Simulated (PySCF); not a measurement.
## Potential energy of NbS along the bond

Set-up: PySCF, scalar-relativistic core potentials, basis sets Nb def2-TZVPP with ECP28, S def2-TZVPP. Energies in eV from Nb (4d4 5s1) + S in their ground configurations at the same level. State: ⁴Σ⁻ (quartet), unpaired electrons σ ↑, δ ↑↑.

| R (Å) | LDA | HSE06 |
| --- | --- | --- |
| 1.829 | -5.114 | -3.513 |
| 1.914 | -6.067 | -4.517 |
| 1.999 | -6.580 | -5.072 |
| 2.063 | -6.750 | -5.269 |
| 2.127 | -6.781 | -5.323 |
| 2.191 | -6.706 | -5.267 |
| 2.276 | -6.488 | -5.070 |
| 2.382 | -6.091 | -4.696 |
| 2.510 | -5.521 | -4.152 |
| 2.680 | -4.728 | -3.390 |

**Question.** Put a parabola through the three lowest points of the LDA curve and estimate Re, k and ωe (reduced mass 23.79 u; 1 eV/Å² = 0.16022 mdyn/Å; ωe = 1302.8·√(k/μ) cm⁻¹).

**Answer.** Through R = 2.063, 2.127, 2.191 Å the second-order coefficient is 12.9 eV/Å², so Re ≈ 2.114 Å, k ≈ 4.15 mdyn/Å and ωe ≈ 544 cm⁻¹. A polynomial fit of higher order to the unrounded LDA energies gives Re = 2.111 Å, k = 4.43 mdyn/Å, ωe = 562 cm⁻¹; anharmonicity and rounding make the difference.

The higher-order fit for each curve: LDA: Re = 2.111 Å, ωe = 562 cm⁻¹, De = 6.78 eV; HSE06: Re = 2.124 Å, ωe = 557 cm⁻¹, De = 5.32 eV.

The metal atom is held in its measured ground configuration; semilocal functionals can put another filling of s and d lower by some tenths of an eV, and De to that atom would be smaller. ⟨S²⟩ of the unrestricted solution departs from its pure value on part of the curve, where spin states mix. Spin–orbit coupling is left out, which matters for elements this heavy, above all for dissociation energies. With d or f electrons several states lie close, and the lowest PBE0 determinant need not be the measured ground state.
